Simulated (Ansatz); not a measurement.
C6H16Si (SMILES CC(C)[Si](C)(C)C), singlet, at a GFN2-xTB geometry, with bond 19-6 at 1.4 times its length; SC-NEVPT2/STO-3G, CASSCF(2,3) in Ansatz (a quantum-chemistry and plane-wave program).

The Ansatz input:
Ansatz 0.2 input:
```yaml
crystal:
  periodic: [false, false, false]
  atoms:
    - {symbol: C, position_ang: [2.00849426, -0.84107936, -0.76164295]}
    - {symbol: C, position_ang: [1.15896269, 0.39699405, -0.48248379]}
    - {symbol: C, position_ang: [1.84335693, 1.26355176, 0.57255615]}
    - {symbol: Si, position_ang: [-0.64147100, -0.06275885, 0.01953023]}
    - {symbol: C, position_ang: [-1.45618383, -1.06117873, -1.38882044]}
    - {symbol: C, position_ang: [-0.64917708, -1.10857431, 1.61693519]}
    - {symbol: C, position_ang: [-1.64625724, 1.53424724, 0.30934843]}
    - {symbol: H, position_ang: [2.10176755, -1.45017043, 0.13465502]}
    - {symbol: H, position_ang: [1.56297386, -1.44925706, -1.54481080]}
    - {symbol: H, position_ang: [3.01057599, -0.55595642, -1.08088197]}
    - {symbol: H, position_ang: [1.11734387, 0.98097977, -1.40880179]}
    - {symbol: H, position_ang: [1.27986061, 2.17590505, 0.75071125]}
    - {symbol: H, position_ang: [1.92907944, 0.72397468, 1.51308738]}
    - {symbol: H, position_ang: [2.84682415, 1.54070614, 0.25065951]}
    - {symbol: H, position_ang: [-2.50555753, -1.24152380, -1.17789952]}
    - {symbol: H, position_ang: [-1.39924917, -0.53378140, -2.33606781]}
    - {symbol: H, position_ang: [-0.98093895, -2.02789385, -1.52151456]}
    - {symbol: H, position_ang: [-1.66345680, -1.36231528, 1.90994422]}
    - {symbol: H, position_ang: [-0.01338363, -0.36070510, 2.77759167]}
    - {symbol: H, position_ang: [-0.10553643, -2.03940661, 1.48697895]}
    - {symbol: H, position_ang: [-2.69581090, 1.30730656, 0.46783100]}
    - {symbol: H, position_ang: [-1.29543158, 2.07487903, 1.18263321]}
    - {symbol: H, position_ang: [-1.58198583, 2.20579582, -0.54127836]}
basis:
  gaussian:
    orbitals: STO-3G
magnetization: {spin_polarized: false}
correlation: {method: sc_nevpt2, electrons: all, active_space: {window: {electrons: 2, orbitals: 3}}}
```

What the program printed (banner, timings and long lists left out):

```
Functional definition: HF
753 factors; integrals over basis functions are off by at most 5.3e-5 eV
mean field evaluation 1: about -14130.9112 eV, gradient 1.6e1 eV
mean field evaluation 2: about -14131.2537 eV, gradient 1.6e1 eV
mean field evaluation 4: about -14132.4226 eV, gradient 7.8e-1 eV
mean field evaluation 8: about -14132.4239 eV, gradient 1.4e-6 eV
mean field -14132.42393132 eV, -519.3570001749 hartree, gradient 8.5e-7 eV, S^2 0.000000; 0 other end points of the search recorded, 0 dependent functions left out
reference -14132.42393132 eV, -519.3570001749 hartree; 33, 33 occupied and 22, 22 virtual orbitals, 753 factors
state -14133.49721021 eV, -519.3964424468 hartree
state -14133.49721021 eV, -519.3964424468 hartree; corrected -14142.94195140 eV, -519.7435302836 hartree
state -14132.80734997 eV, -519.3710905506 hartree
state -14132.80734997 eV, -519.3710905506 hartree; corrected -14142.66322198 eV, -519.7332871663 hartree
state -14133.49721021 eV, -519.3964424468 hartree; corrected -14142.94195140 eV, -519.7435302836 hartree
WARN: 1 active orbitals are nearly empty or full. The corrections depend on them more than the energy does, and are more stable in an active space without them
Total energy: -14142.94195140 eV, -519.7435302836 hartree
```
